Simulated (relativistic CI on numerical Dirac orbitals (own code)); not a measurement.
Calculated at this level of theory: Dirac-Coulomb-Breit CI, KLI orbitals optimised for each configuration, a model potential for QED, valence Slater integrals scaled by 0.9, configuration energies shifted to the measured levels that pair with them (semi-empirical) (own radial code, finite nucleus).

Configurations in the expansion (outside the closed core [Ar] 3d10): 4s2.4p6, 4s2.4p5.4d, 4s2.4p5.5s, 4s2.4p5.5d, 4s2.4p5.6s, 4s.4p6.5p, 4s2.4p5.6d, 4s2.4p5.7s, 4s2.4p5.8s, 4s2.4p5.9s, 4s2.4p4.4d2, 4s.4p6.4d, 4s2.4p5.4f, 4s.4p6.4f, 4p6.4d2, 4s2.4p5.5p, 4s2.4p4.4f2, 4s.4p5.4d2, 4s2.4p5.6p, 4s2.4p4.4d.4f, 4s.4p6.5s, 4s2.4p5.5f, 4s2.4p5.5g, 4p6.4f2, 4s2.4p4.4d.5s, 4s2.4p5.6f, 4s.4p6.5d, 4s2.4p4.4d.5p, 4s.4p6.6s, 4s.4p5.4d.4f. Levels of other configurations are missing.

Configurations whose levels could be paired with our table of measured levels were shifted onto them, all but the ground configuration, by the median error of their levels; single terms can still be off by 1,000 to 2,000 cm⁻¹ or more, and rates follow the energies as ν³ (E1, M1) or ν⁵ (E2). The others borrow a shift and can be off by several thousand cm⁻¹ or more. 12 of the 17 excited levels that our extract of the measured tables holds in this range could be paired (the sources list more); they are missed by 805 cm⁻¹ on average and 8306 at most, after the shifts were fitted to these levels, and levels without a partner can miss by more.

Outline of the computed level scheme of Mo VII. Lowest level of each configuration: 4s2.4p6 1S_0 at 0.0000 eV; 4s2.4p5.4d 3P°_0 at 37.4949 eV; 4s2.4p5.5s 3P°_2 at 59.2085 eV; 4s2.4p5.5p 3S_1 at 67.3316 eV; 4s.4p6.4d 3D_1 at 68.2285 eV; 4s2.4p4.4d2 5S_2 at 74.8779 eV; 4s2.4p5.4f 3G_5 at 75.3314 eV.

Some strong electric-dipole decays among the lowest 45 levels: 4s2.4p5.4d 1P°_1 → 4s2.4p6 1S_0 (2.4e+11 s⁻¹); 4s2.4p5.5s 1P°_1 → 4s2.4p6 1S_0 (1.6e+10 s⁻¹); 4s2.4p5.5s 3P°_1 → 4s2.4p6 1S_0 (1.3e+10 s⁻¹); 4s2.4p5.4d 3D°_1 → 4s2.4p6 1S_0 (1.6e+09 s⁻¹).

LS names give the leading component of a level, which can be under half, so a name can repeat, a term be missing and a line seem to break the LS rules.
